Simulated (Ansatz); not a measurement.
An input for Ge2HSF (SMILES [F][GeH].[S+]#[Ge-])

Ge2HSF: 5 atoms, total charge 0, spin state singlet. As SMILES, `[F][GeH].[S+]#[Ge-]`.

```xyz
5

F     0.6758    1.0342    0.4741
Ge   -0.6542    0.2168   -0.3312
H    -0.0215   -1.2511   -0.1430
S    -2.1781   -2.2392    1.2991
Ge   -3.5015   -2.9022   -0.0638
```

Settings wanted:

| Setting | Value |
| --- | --- |
| basis set | def2-TZVP |
| integral approximation | automatic |
| task | energy |
| method | DFT |
| functional | B3LYP |
| reference | RKS |
| accuracy | medium |

**Question.** Write the Ansatz 0.2.0 input and the command.

**Answer.** One that was run (others would do as well):

job.yaml:
```yaml
crystal:
  periodic: [false, false, false]
  atoms:
    - {symbol: F, position_ang: [0.675770, 1.034230, 0.474130]}
    - {symbol: Ge, position_ang: [-0.654230, 0.216830, -0.331170]}
    - {symbol: H, position_ang: [-0.021530, -1.251070, -0.142970]}
    - {symbol: S, position_ang: [-2.178130, -2.239170, 1.299120]}
    - {symbol: Ge, position_ang: [-3.501500, -2.902170, -0.063820]}
basis:
  gaussian:
    orbitals: def2-TZVP
hamiltonian:
  xc: {name: B3LYP}
```

```bash
$ ansatz run job.yaml --threads 1 --pin off --max-ram 2610MiB --events-out events.jsonl --progress --plain --runs-dir runs
```

Calculated total energy: -4652.84999 Eh.
